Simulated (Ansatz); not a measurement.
Mulliken charges of `[OH][Ga][F]` radical from B3LYP/def2-TZVPP in Ansatz (PBE0-D4/def2-TZVP geometry).

```
atom   x (Å)   y (Å)   z (Å)  charge (e)
  O1  -0.929   0.061  -0.333      -0.354
 Ga2   0.802   0.214   0.117       0.538
  F3   1.450  -1.148   1.023      -0.364
  H4  -1.268   0.812  -0.827       0.180
```

Task: By hand: the dipole of these point charges (1 e Å = 4.8032 D).

Result: Σ q r = (0.004, 0.658, -0.340) e Å, of length 0.741 e Å = 3.56 D.

Task: How does the dipole of the full density compare? (Estimate.)

Result: The calculation gave: (-0.025, 0.618, -0.329) e Å, 3.36 D; the point charges give 1.06 times that, at 2° from its direction.

Point charges leave out the atoms' own dipoles, such as those of lone pairs, and Mulliken's split depends on the basis, so the close match here is no proof of good charges.

B3LYP here is the variant with VWN-RPA as its local correlation; programs differ in this.
